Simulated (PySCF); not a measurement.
CH5FOSi, singlet, geometry from GFN2-xTB; PBE0/6-31G*, polarisability by finite fields (PySCF).

Here is a job for PySCF.
```python
from pyscf import gto, scf, dft

mol = gto.Mole()
mol.atom = '''
    Si    0.13646255   -0.19920830    0.28491332
    C     1.34040274    0.70438131   -0.85933678
    O    -0.77538189   -1.31273429   -0.45175775
    F    -0.86736644    0.93034814    0.86423853
    H     0.69967693   -0.90219834    1.41522491
    H     2.00218829    0.01012581   -1.36839396
    H     1.96162429    1.40069433   -0.30453314
    H     0.81511623    1.27730932   -1.62100285
    H    -1.42214489   -1.09456160   -1.11814543
'''
mol.basis = '6-31g*'
mol.verbose = 4
mol.build()

mf = dft.RKS(mol)
mf.xc = 'pbe0'
mf.conv_tol = 1e-11
mf.kernel()
h0, z, done = mf.get_hcore(), mol.intor('int1e_r')[2], []
def energy(F):
    f = mf.copy()
    f.scf_summary = {}
    f.get_hcore = lambda *a: h0 + F * z
    e = f.kernel(mf.make_rdm1())
    done.append(f.converged)
    return e
F = 2e-4
alpha = -(energy(F) + energy(-F) - 2 * mf.e_tot) / F**2
print('alpha_zz =', alpha)
```

It wrote (shortened):

```
PySCF version 2.14.0

[INPUT] verbose = 4
[INPUT] num. atoms = 9
[INPUT] num. electrons = 42
[INPUT] charge = 0
[INPUT] spin (= nelec alpha-beta = 2S) = 0
[INPUT] symmetry False subgroup None
[INPUT] Mole.unit = angstrom
[INPUT] Symbol           X                Y                Z      unit          X                Y                Z       unit  Magmom
[...]
nuclear repulsion = 182.717935455924
number of shells = 36
number of NR pGTOs = 152
number of NR cGTOs = 70
basis = 6-31g*
ecp = {}

******** <class 'pyscf.dft.rks.RKS'> ********
method = RKS
initial guess = minao
damping factor = 0
level_shift factor = 0
DIIS = <class 'pyscf.scf.diis.CDIIS'>
diis_start_cycle = 1
diis_space = 8
diis_damp = 0
SCF conv_tol = 1e-11
SCF conv_tol_grad = None
SCF max_cycles = 50
direct_scf = True
direct_scf_tol = 1e-13
XC library pyscf.dft.libxc version 7.1.2
    S. Lehtola, C. Steigemann, M. J. T. Oliveira, and M. A. L. Marques,  SoftwareX 7, 1–5 (2018)
XC functionals = pbe0
    C. Adamo and V. Barone,  J. Chem. Phys. 110, 6158 (1999)
    M. Ernzerhof and G. E. Scuseria,  J. Chem. Phys. 110, 5029 (1999)
radial grids:
    Treutler-Ahlrichs [JCP 102, 346 (1995); DOI:10.1063/1.469408] (M4) radial grids

becke partition: Becke, JCP 88, 2547 (1988); DOI:10.1063/1.454033
pruning grids: <function nwchem_prune>
grids dens level: 3
symmetrized grids: False
atomic radii adjust function: <function treutler_atomic_radii_adjust>
small_rho_cutoff = 0
Set gradient conv threshold to 3.16228e-06
Initial guess from minao.
tot grids = 110688
init E= -505.568597984401
[...]
cycle= 1 E= -505.274032012333  delta_E= 0.295  |g|= 0.86  |ddm|= 2.52
[...]
cycle= 2 E= -505.156318397875  delta_E= 0.118  |g|= 1.19  |ddm|= 1.41
[...]
cycle= 3 E= -505.408609704981  delta_E= -0.252  |g|= 0.0807  |ddm|= 0.86
[...]
cycle= 4 E= -505.409962857273  delta_E= -0.00135  |g|= 0.0292  |ddm|= 0.0842
[...]
cycle= 5 E= -505.410168996284  delta_E= -0.000206  |g|= 0.0052  |ddm|= 0.0259
[...]
cycle= 6 E= -505.410173382823  delta_E= -4.39e-06  |g|= 0.00237  |ddm|= 0.00505
[...]
cycle= 7 E= -505.410174389942  delta_E= -1.01e-06  |g|= 0.000219  |ddm|= 0.00166
[...]
cycle= 8 E= -505.41017440119  delta_E= -1.12e-08  |g|= 4.92e-05  |ddm|= 0.000288
[...]
cycle= 9 E= -505.41017440184  delta_E= -6.51e-10  |g|= 1.02e-05  |ddm|= 6.83e-05
[...]
cycle= 10 E= -505.410174401863  delta_E= -2.27e-11  |g|= 1.65e-06  |ddm|= 1.25e-05
[...]
cycle= 11 E= -505.410174401865  delta_E= -2.5e-12  |g|= 3.09e-07  |ddm|= 1.93e-06
[...]
Extra cycle  E= -505.410174401866  delta_E= -6.82e-13  |g|= 3.01e-07  |ddm|= 5.1e-07
converged SCF energy = -505.410174401866

******** <class 'pyscf.dft.rks.RKS'> ********
method = RKS
initial guess = minao
damping factor = 0
level_shift factor = 0
DIIS = <class 'pyscf.scf.diis.CDIIS'>
diis_start_cycle = 1
diis_space = 8
diis_damp = 0
SCF conv_tol = 1e-11
SCF conv_tol_grad = None
SCF max_cycles = 50
direct_scf = True
direct_scf_tol = 1e-13
XC library pyscf.dft.libxc version 7.1.2
    S. Lehtola, C. Steigemann, M. J. T. Oliveira, and M. A. L. Marques,  SoftwareX 7, 1–5 (2018)
XC functionals = pbe0
    C. Adamo and V. Barone,  J. Chem. Phys. 110, 6158 (1999)
    M. Ernzerhof and G. E. Scuseria,  J. Chem. Phys. 110, 5029 (1999)
radial grids:
    Treutler-Ahlrichs [JCP 102, 346 (1995); DOI:10.1063/1.469408] (M4) radial grids

becke partition: Becke, JCP 88, 2547 (1988); DOI:10.1063/1.454033
pruning grids: <function nwchem_prune>
grids dens level: 3
symmetrized grids: False
atomic radii adjust function: <function treutler_atomic_radii_adjust>
small_rho_cutoff = 0
Overwritten attributes  get_hcore  of <class 'pyscf.dft.rks.RKS'>
Set gradient conv threshold to 3.16228e-06
init E= -505.410030689802
[...]
cycle= 1 E= -505.410031262577  delta_E= -5.73e-07  |g|= 0.000529  |ddm|= 0.00358
[...]
cycle= 2 E= -505.410031299337  delta_E= -3.68e-08  |g|= 0.000451  |ddm|= 0.000989
[...]
cycle= 3 E= -505.410031338875  delta_E= -3.95e-08  |g|= 0.000134  |ddm|= 0.000416
[...]
cycle= 4 E= -505.410031342023  delta_E= -3.15e-09  |g|= 1.44e-05  |ddm|= 9.77e-05
[...]
cycle= 5 E= -505.410031342061  delta_E= -3.75e-11  |g|= 5.25e-06  |ddm|= 1.44e-05
[...]
cycle= 6 E= -505.410031342067  delta_E= -6.03e-12  |g|= 1.13e-06  |ddm|= 4.88e-06
[...]
Extra cycle  E= -505.410031342065  delta_E= 1.71e-12  |g|= 1.48e-06  |ddm|= 2.03e-06
converged SCF energy = -505.410031342065

******** <class 'pyscf.dft.rks.RKS'> ********
method = RKS
initial guess = minao
damping factor = 0
level_shift factor = 0
DIIS = <class 'pyscf.scf.diis.CDIIS'>
diis_start_cycle = 1
diis_space = 8
diis_damp = 0
SCF conv_tol = 1e-11
SCF conv_tol_grad = None
SCF max_cycles = 50
direct_scf = True
direct_scf_tol = 1e-13
XC library pyscf.dft.libxc version 7.1.2
    S. Lehtola, C. Steigemann, M. J. T. Oliveira, and M. A. L. Marques,  SoftwareX 7, 1–5 (2018)
XC functionals = pbe0
    C. Adamo and V. Barone,  J. Chem. Phys. 110, 6158 (1999)
    M. Ernzerhof and G. E. Scuseria,  J. Chem. Phys. 110, 5029 (1999)
radial grids:
    Treutler-Ahlrichs [JCP 102, 346 (1995); DOI:10.1063/1.469408] (M4) radial grids

becke partition: Becke, JCP 88, 2547 (1988); DOI:10.1063/1.454033
pruning grids: <function nwchem_prune>
grids dens level: 3
symmetrized grids: False
atomic radii adjust function: <function treutler_atomic_radii_adjust>
small_rho_cutoff = 0
Set gradient conv threshold to 3.16228e-06
init E= -505.410318113934
[...]
cycle= 1 E= -505.41031868668  delta_E= -5.73e-07  |g|= 0.000529  |ddm|= 0.00358
[...]
cycle= 2 E= -505.410318723441  delta_E= -3.68e-08  |g|= 0.000451  |ddm|= 0.000989
[...]
cycle= 3 E= -505.41031876303  delta_E= -3.96e-08  |g|= 0.000134  |ddm|= 0.000416
[...]
cycle= 4 E= -505.410318766177  delta_E= -3.15e-09  |g|= 1.45e-05  |ddm|= 9.76e-05
[...]
cycle= 5 E= -505.410318766212  delta_E= -3.46e-11  |g|= 5.26e-06  |ddm|= 1.45e-05
[...]
cycle= 6 E= -505.410318766216  delta_E= -4.43e-12  |g|= 1.12e-06  |ddm|= 4.89e-06
[...]
Extra cycle  E= -505.410318766219  delta_E= -3.18e-12  |g|= 1.47e-06  |ddm|= 2.03e-06
converged SCF energy = -505.410318766219
alpha_zz = 32.613795042379934
```
